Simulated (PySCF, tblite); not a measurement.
Parent: `[CH3:1][C:2](=[O:3])[c:4]1[o:5][cH:6][p:7][c:8]1[Cl:9]` with C1–C2–C4–O5 0°, C5H4ClO2P.

The geometries are computed with GFN2-xTB (gas phase). One conformer each, not checked by frequencies here.

| coordinate of the parent | value |
| --- | --- |
| C1–C2 | 1.506 Å |
| C2=O3 | 1.209 Å |
| C2–C4 | 1.472 Å |
| C4–O5 | 1.344 Å |
| O5–C6 | 1.330 Å |
| C6–P7 | 1.714 Å |
| P7–C8 | 1.777 Å |
| C8–Cl9 | 1.700 Å |
| C4–C8 | 1.381 Å |
| C1–C2–O3 | 123.6° |
| C1–C2–C4 | 114.2° |
| O3–C2–C4 | 122.2° |
| C2–C4–O5 | 118.7° |
| C2–C4–C8 | 128.3° |
| O5–C4–C8 | 113.0° |
| C4–O5–C6 | 112.0° |
| O5–C6–P7 | 116.9° |
| C6–P7–C8 | 86.1° |
| P7–C8–Cl9 | 123.9° |
| C4–C8–P7 | 111.9° |
| C4–C8–Cl9 | 124.1° |

**Question.** How does the shared frame change in `[CH3:1][C:2](=[O:3])[c:4]1[o:5][c:6]([Cl:7])[p:8][c:9]1[Cl:10]` with C1–C2–C4–O5 0°, C5H3Cl2O2P? Atoms pair as C1 = C1, C2 = C2, O3 = O3, C4 = C4, O5 = O5, C6 = C6, P7 = P8, C8 = C9, Cl9 = Cl10 (parent first).

**Answer.** 
| parent | relative | value in the relative | change |
| --- | --- | --- | --- |
| C1–C2 | C1–C2 | 1.504 Å | -0.002 |
| C2=O3 | C2=O3 | 1.208 Å | -0.001 |
| C2–C4 | C2–C4 | 1.473 Å | +0.001 |
| C4–O5 | C4–O5 | 1.351 Å | +0.007 |
| O5–C6 | O5–C6 | 1.332 Å | +0.002 |
| C6–P7 | C6–P8 | 1.726 Å | +0.012 |
| P7–C8 | P8–C9 | 1.779 Å | +0.002 |
| C8–Cl9 | C9–Cl10 | 1.698 Å | -0.002 |
| C4–C8 | C4–C9 | 1.379 Å | -0.002 |
| C1–C2–O3 | C1–C2–O3 | 123.9° | +0.3 |
| C1–C2–C4 | C1–C2–C4 | 114.1° | -0.1 |
| O3–C2–C4 | O3–C2–C4 | 122.0° | -0.2 |
| C2–C4–O5 | C2–C4–O5 | 118.4° | -0.3 |
| C2–C4–C8 | C2–C4–C9 | 128.6° | +0.3 |
| O5–C4–C8 | O5–C4–C9 | 113.0° | 0.0 |
| C4–O5–C6 | C4–O5–C6 | 111.5° | -0.5 |
| O5–C6–P7 | O5–C6–P8 | 117.4° | +0.5 |
| C6–P7–C8 | C6–P8–C9 | 85.5° | -0.6 |
| P7–C8–Cl9 | P8–C9–Cl10 | 123.5° | -0.4 |
| C4–C8–P7 | C4–C9–P8 | 112.6° | +0.7 |
| C4–C8–Cl9 | C4–C9–Cl10 | 123.9° | -0.2 |

Of the parent's bonds, C6–P7 changes most (+0.012 Å). Bonds of the relative outside the shared frame: C6–Cl7 1.702 Å. Point group Cs → Cs.

**Question.** How does the shared frame change in `[CH3:1][CH2:2][c:3]1[o:4][cH:5][p:6][c:7]1[Cl:8]` with C1–C2–C3–O4 -90°, C5H6ClOP? Atoms pair as C1 = C1, C2 = C2, C4 = C3, O5 = O4, C6 = C5, P7 = P6, C8 = C7, Cl9 = Cl8 (parent first).

**Answer.** 
| parent | relative | value in the relative | change |
| --- | --- | --- | --- |
| C1–C2 | C1–C2 | 1.531 Å | +0.025 |
| C2–C4 | C2–C3 | 1.492 Å | +0.020 |
| C4–O5 | C3–O4 | 1.337 Å | -0.007 |
| O5–C6 | O4–C5 | 1.338 Å | +0.008 |
| C6–P7 | C5–P6 | 1.708 Å | -0.006 |
| P7–C8 | P6–C7 | 1.777 Å | 0.000 |
| C8–Cl9 | C7–Cl8 | 1.717 Å | +0.017 |
| C4–C8 | C3–C7 | 1.366 Å | -0.015 |
| C1–C2–C4 | C1–C2–C3 | 110.9° | -3.3 |
| C2–C4–O5 | C2–C3–O4 | 118.1° | -0.6 |
| C2–C4–C8 | C2–C3–C7 | 128.7° | +0.4 |
| O5–C4–C8 | O4–C3–C7 | 113.2° | +0.2 |
| C4–O5–C6 | C3–O4–C5 | 112.1° | +0.1 |
| O5–C6–P7 | O4–C5–P6 | 116.5° | -0.4 |
| C6–P7–C8 | C5–P6–C7 | 86.1° | 0.0 |
| P7–C8–Cl9 | P6–C7–Cl8 | 124.7° | +0.8 |
| C4–C8–P7 | C3–C7–P6 | 112.2° | +0.3 |
| C4–C8–Cl9 | C3–C7–Cl8 | 123.1° | -1.0 |

Of the parent's bonds, C1–C2 changes most (+0.025 Å). Point group Cs → C1.

**Question.** How does the shared frame change in `[CH3:1][C:2](=[O:3])[c:4]1[o:5][c:6]([CH3:7])[p:8][c:9]1[Cl:10]` with C1–C2–C4–O5 -4°, C6H6ClO2P? Atoms pair as C1 = C1, C2 = C2, O3 = O3, C4 = C4, O5 = O5, C6 = C6, P7 = P8, C8 = C9, Cl9 = Cl10 (parent first).

**Answer.** 
```json
{"parent": "C1–C2", "relative": "C1–C2", "value in the relative": "1.507 Å", "change": "+0.001"}
{"parent": "C2=O3", "relative": "C2=O3", "value in the relative": "1.210 Å", "change": "+0.001"}
{"parent": "C2–C4", "relative": "C2–C4", "value in the relative": "1.468 Å", "change": "-0.004"}
{"parent": "C4–O5", "relative": "C4–O5", "value in the relative": "1.348 Å", "change": "+0.004"}
{"parent": "O5–C6", "relative": "O5–C6", "value in the relative": "1.335 Å", "change": "+0.005"}
{"parent": "C6–P7", "relative": "C6–P8", "value in the relative": "1.725 Å", "change": "+0.011"}
{"parent": "P7–C8", "relative": "P8–C9", "value in the relative": "1.775 Å", "change": "-0.002"}
{"parent": "C8–Cl9", "relative": "C9–Cl10", "value in the relative": "1.700 Å", "change": "0.000"}
{"parent": "C4–C8", "relative": "C4–C9", "value in the relative": "1.379 Å", "change": "-0.002"}
{"parent": "C1–C2–O3", "relative": "C1–C2–O3", "value in the relative": "123.4°", "change": "-0.2"}
{"parent": "C1–C2–C4", "relative": "C1–C2–C4", "value in the relative": "114.2°", "change": "0.0"}
{"parent": "O3–C2–C4", "relative": "O3–C2–C4", "value in the relative": "122.4°", "change": "+0.2"}
{"parent": "C2–C4–O5", "relative": "C2–C4–O5", "value in the relative": "118.5°", "change": "-0.2"}
{"parent": "C2–C4–C8", "relative": "C2–C4–C9", "value in the relative": "128.6°", "change": "+0.3"}
{"parent": "O5–C4–C8", "relative": "O5–C4–C9", "value in the relative": "112.9°", "change": "-0.1"}
{"parent": "C4–O5–C6", "relative": "C4–O5–C6", "value in the relative": "112.7°", "change": "+0.7"}
{"parent": "O5–C6–P7", "relative": "O5–C6–P8", "value in the relative": "115.9°", "change": "-1.0"}
{"parent": "C6–P7–C8", "relative": "C6–P8–C9", "value in the relative": "86.5°", "change": "+0.4"}
{"parent": "P7–C8–Cl9", "relative": "P8–C9–Cl10", "value in the relative": "123.9°", "change": "0.0"}
{"parent": "C4–C8–P7", "relative": "C4–C9–P8", "value in the relative": "112.1°", "change": "+0.2"}
{"parent": "C4–C8–Cl9", "relative": "C4–C9–Cl10", "value in the relative": "124.0°", "change": "-0.1"}
```

Of the parent's bonds, C6–P7 changes most (+0.011 Å). Bonds of the relative outside the shared frame: C6–C7 1.489 Å.

**Question.** How does the shared frame change in `[CH3:1][C:2](=[O:3])[c:4]1[o:5][c:6]([CH:7]=[O:8])[p:9][c:10]1[Cl:11]` with C1–C2–C4–O5 0°, O5–C6–C7–O8 0°, C6H4ClO3P? Atoms pair as C1 = C1, C2 = C2, O3 = O3, C4 = C4, O5 = O5, C6 = C6, P7 = P9, C8 = C10, Cl9 = Cl11 (parent first).

**Answer.** 
```tsv
parent	relative	value in the relative	change
C1–C2	C1–C2	1.501 Å	-0.005
C2=O3	C2=O3	1.207 Å	-0.002
C2–C4	C2–C4	1.482 Å	+0.010
C4–O5	C4–O5	1.332 Å	-0.012
O5–C6	O5–C6	1.342 Å	+0.012
C6–P7	C6–P9	1.738 Å	+0.024
P7–C8	P9–C10	1.772 Å	-0.005
C8–Cl9	C10–Cl11	1.701 Å	+0.001
C4–C8	C4–C10	1.384 Å	+0.003
C1–C2–O3	C1–C2–O3	124.4°	+0.8
C1–C2–C4	C1–C2–C4	113.9°	-0.3
O3–C2–C4	O3–C2–C4	121.7°	-0.5
C2–C4–O5	C2–C4–O5	118.4°	-0.3
C2–C4–C8	C2–C4–C10	127.9°	-0.4
O5–C4–C8	O5–C4–C10	113.7°	+0.7
C4–O5–C6	C4–O5–C6	112.5°	+0.5
O5–C6–P7	O5–C6–P9	115.5°	-1.4
C6–P7–C8	C6–P9–C10	86.4°	+0.3
P7–C8–Cl9	P9–C10–Cl11	124.0°	+0.1
C4–C8–P7	C4–C10–P9	111.8°	-0.1
C4–C8–Cl9	C4–C10–Cl11	124.1°	0.0
```

Of the parent's bonds, C6–P7 changes most (+0.024 Å). Bonds of the relative outside the shared frame: C6–C7 1.455, C7=O8 1.204 Å. Point group Cs → Cs.

**Question.** How does the shared frame change in `[Cl:1][c:2]1[cH:3][o:4][cH:5][p:6]1`, C3H2ClOP? Atoms pair as C4 = C3, O5 = O4, C6 = C5, P7 = P6, C8 = C2, Cl9 = Cl1 (parent first).

**Answer.** 
| parent | relative | value in the relative | change |
| --- | --- | --- | --- |
| C4–O5 | C3–O4 | 1.330 Å | -0.014 |
| O5–C6 | O4–C5 | 1.336 Å | +0.006 |
| C6–P7 | C5–P6 | 1.710 Å | -0.004 |
| P7–C8 | P6–C2 | 1.780 Å | +0.003 |
| C8–Cl9 | C2–Cl1 | 1.714 Å | +0.014 |
| C4–C8 | C3–C2 | 1.361 Å | -0.020 |
| O5–C4–C8 | O4–C3–C2 | 114.4° | +1.4 |
| C4–O5–C6 | C3–O4–C5 | 111.5° | -0.5 |
| O5–C6–P7 | O4–C5–P6 | 116.6° | -0.3 |
| C6–P7–C8 | C5–P6–C2 | 86.1° | 0.0 |
| P7–C8–Cl9 | P6–C2–Cl1 | 125.0° | +1.1 |
| C4–C8–P7 | C3–C2–P6 | 111.4° | -0.5 |
| C4–C8–Cl9 | C3–C2–Cl1 | 123.5° | -0.6 |

Of the parent's bonds, C4–C8 changes most (-0.020 Å). Point group Cs → Cs.
